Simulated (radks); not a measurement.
The potassium anion K-, [Ar] 4s2, held by a Watson sphere: a shell of charge +1 at radius R that stands for the Madelung well of a crystal (potential energy -1/R inside, -1/r outside, in hartree with lengths in bohr). Method: scalar-relativistic Kohn-Sham, r2SCAN, spin-polarised, spherical densities, finite nucleus; meta-GGA in the generalised Kohn-Sham scheme; Fermi nuclear charge, rms radius of each element as measured or else 0.836 A^(1/3) + 0.57 fm; computed with a radial shooting solver on a logarithmic mesh with Libxc functionals.

R (bohr)	e(3s) (eV)	e(3p) (eV)	e(4s) (eV)	<r> 4s (bohr)	sum of <r^2> (bohr^2)	X-ray form factor at sin(theta)/lambda = 0.3 1/angstrom
2.59	-39.242	-21.972	-3.644	4.308	62.07	10.996
2.88	-38.514	-21.253	-3.602	4.368	63.28	10.994
3.11	-38.053	-20.791	-3.558	4.428	64.43	10.995
3.31	-37.721	-20.457	-3.513	4.486	65.56	10.995
3.77	-37.146	-19.874	-3.392	4.635	68.52	10.996
4.05	-36.893	-19.615	-3.310	4.731	70.50	10.995
4.16	-36.808	-19.528	-3.277	4.770	71.30	10.995
5.11	-36.312	-19.019	-2.984	5.102	78.65	10.992
5.14	-36.302	-19.008	-2.975	5.112	78.89	10.992
